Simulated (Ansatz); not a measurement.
`[OH][Sb]1[CH2][O]1` → C• + 3 H• + 2 O• + Sb•  (atomization)

Calculated with Ansatz (gas phase, PBE0-D4/def2-TZVP geometries, no zero-point term in ΔE). CCSD(T)/CBS is the MP2 limit (def2-TZVPP, def2-QZVPP) plus CCSD(T) − MP2 in def2-TZVPP, frozen cores. This one scheme is used for every species, atoms too. DFT in def2-TZVPP. Open shells (•) are unrestricted, without spin–orbit coupling. Spin–orbit coupling would lower the free atoms: a little for C, O. Elements past krypton have def2 core potentials. Bonds to Sb are less sure, by a few kJ/mol each and by 10 to 20 or more in all where they break to atoms, as the def2 sets lack core-valence functions. Each species was taken in one conformer, which may not be the lowest.

CCSD(T)/CBS gives +583.2 kcal/mol.

(1) Another level gave +343.7 kcal/mol. Which?
A. CCSD(T)/def2-TZVPP
B. revPBE-D4/def2-TZVPP
C. r2SCAN-D4/def2-TZVPP
D. HF/def2-TZVPP

Largest T1 diagnostic among the species: 0.017.

Answers

(1) D. HF/def2-TZVPP 343.7, r2SCAN-D4 580.3, revPBE-D4 582.8, CCSD(T)/def2-TZVPP 557.5 kcal/mol.

In def2-TZVPP, CCSD(T) changes the Hartree–Fock value by +213.8 kcal/mol (the triples alone add +16.9 kcal/mol) and MP2 by +231.2 kcal/mol; breaking electron pairs costs correlation energy, which Hartree–Fock lacks. The D4 term adds +5.5 kcal/mol with B3LYP and +2.8 kcal/mol with PBE0; it sums over pairs of atoms, weighted by their polarisabilities, and B3LYP, whose exchange is more repulsive, gets the larger term. From r2SCAN to r2SCAN0 (25 % exact exchange), in def2-TZVPP and without D4, ΔE moves by −24.2 kcal/mol: exact exchange takes away binding that semilocal exchange gives to molecules.

B3LYP here is the variant with VWN-RPA as its local correlation; programs differ in this.

For atomizations the MP2-based limit and the directly extrapolated one differ by several kJ/mol either way, and by 10 to 25 for some Ge, Se and Sn compounds, so smaller differences from it don't rank the levels.
